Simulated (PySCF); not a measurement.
Isomers of C7H12F2O, mass 150.086 u with the commonest isotopes. Level of theory: PBE0/pcSseg-1 in PySCF (dipole) on a GFN2-xTB geometry, gas phase. One conformer each, none proved a minimum here; rigid rotors.

Question: Order these by rotational constant C, smallest first.
A. `[CH3:1][O:2][CH2:3][C@@H:4]([CH3:5])[C@H:6]1[C@H:7]([F:8])[C@@H:9]1[F:10]` with C1–O2–C3–C4 175°, O2–C3–C4–C5 167°, C3–C4–C6–C7 73°
B. `[F:1][CH:2]([F:3])[C@@H:4]1[CH2:5][CH2:6][CH2:7][CH2:8][CH2:9][O:10]1` with F1–C2–C4–C5 50°, C2–C4–C5–C6 -168°, C4–C5–C6–C7 86°, C5–C6–C7–C8 -71°, C6–C7–C8–C9 56°
C. `[F:1][CH:2]([F:3])[C@@H:4]1[CH2:5][CH2:6][CH2:7][O:8][CH2:9][CH2:10]1` with F1–C2–C4–C5 -61°, C2–C4–C5–C6 165°, C4–C5–C6–C7 86°, C5–C6–C7–O8 -35°, C6–C7–O8–C9 -48°

Answer: A (612.3 MHz), C (655.5 MHz), B (781.2 MHz).

Question: Order these by out-of-plane moment Σ m c² = (Ia + Ib − Ic)/2, largest first.
A. `[F:1][CH:2]([F:3])[C@@H:4]1[CH2:5][CH2:6][CH2:7][CH2:8][CH2:9][O:10]1` with F1–C2–C4–C5 50°, C2–C4–C5–C6 -168°, C4–C5–C6–C7 86°, C5–C6–C7–C8 -71°, C6–C7–C8–C9 56°
B. `[F:1][CH:2]([F:3])[C@@H:4]1[CH2:5][CH2:6][CH2:7][O:8][CH2:9][CH2:10]1` with F1–C2–C4–C5 -61°, C2–C4–C5–C6 165°, C4–C5–C6–C7 86°, C5–C6–C7–O8 -35°, C6–C7–O8–C9 -48°
C. `[CH3:1][O:2][CH2:3][C@@H:4]([CH3:5])[C@H:6]1[C@H:7]([F:8])[C@@H:9]1[F:10]` with C1–O2–C3–C4 175°, O2–C3–C4–C5 167°, C3–C4–C6–C7 73°

Answer: A (66.00 u·Å²), C (28.74 u·Å²), B (24.99 u·Å²).

Question: Order these by rotational constant B, largest first.
A. `[F:1][CH:2]([F:3])[C@@H:4]1[CH2:5][CH2:6][CH2:7][O:8][CH2:9][CH2:10]1` with F1–C2–C4–C5 -61°, C2–C4–C5–C6 165°, C4–C5–C6–C7 86°, C5–C6–C7–O8 -35°, C6–C7–O8–C9 -48°
B. `[F:1][CH:2]([F:3])[C@@H:4]1[CH2:5][CH2:6][CH2:7][CH2:8][CH2:9][O:10]1` with F1–C2–C4–C5 50°, C2–C4–C5–C6 -168°, C4–C5–C6–C7 86°, C5–C6–C7–C8 -71°, C6–C7–C8–C9 56°
C. `[CH3:1][O:2][CH2:3][C@@H:4]([CH3:5])[C@H:6]1[C@H:7]([F:8])[C@@H:9]1[F:10]` with C1–O2–C3–C4 175°, O2–C3–C4–C5 167°, C3–C4–C6–C7 73°

Answer: B (891.6 MHz), C (851.3 MHz), A (813.7 MHz).

| SMILES | point group | Ia (u·Å²) | Ib (u·Å²) | Ic (u·Å²) | κ | μa (D) | μb (D) | μc (D) |
| --- | --- | --- | --- | --- | --- | --- | --- | --- |
| COC[C@@H](C)[C@H]1[C@H](F)[C@@H]1F | C1 | 289.26 | 593.63 | 825.42 | -0.58 | 3.14 | 1.71 | 0.54 |
| FC(F)[C@@H]1CCCOCC1 | C1 | 199.91 | 621.11 | 771.04 | -0.83 | 1.57 | 0.48 | 0.27 |
| FC(F)[C@@H]1CCCCCO1 | C1 | 212.08 | 566.83 | 646.92 | -0.86 | 1.67 | 0.07 | 0.13 |
